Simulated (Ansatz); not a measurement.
Reaction (hydrogen abstraction from a C–H bond): `C[N](C)[InH2]` + `[OH]`• → `[CH2][N](C)[InH2]`• + H₂O

Calculated with Ansatz (gas phase, PBE0-D4/def2-TZVP geometries, no zero-point term in ΔE). CBS: MP2 limit from def2 TZ/QZ plus the TZ coupled-cluster correction, frozen cores. This one scheme is used for every species. DFT in def2-TZVPP. No spin–orbit coupling; open shells (•) take unrestricted orbitals. Elements past krypton have def2 core potentials. For In outer-core shells are correlated without core-valence functions, which leaves a few kJ/mol of doubt a bond.

```csv
species,r2SCAN0 energy (Eh)
`C[N](C)[InH2]`,-325.86792
`[OH]`•,-75.72264
`[CH2][N](C)[InH2]`•,-325.22963
H₂O,-76.41194
```

Question: Work out ΔE.

Answer: ΔE = (-325.22963) + (-76.41194) − (-325.86792) − (-75.72264) = -0.05101 Eh = -133.9 kJ/mol. CCSD(T)/CBS gives -151.1 kJ/mol.

Largest T1 diagnostic among the species: 0.018.

In def2-TZVPP, CCSD(T) changes the Hartree–Fock value by −46.4 kJ/mol (the triples alone add −5.0 kJ/mol) and MP2 by −55.1 kJ/mol. At CCSD(T), def2-SVP lies +5.4 kJ/mol from the extrapolated value and def2-TZVPP +4.5 kJ/mol.
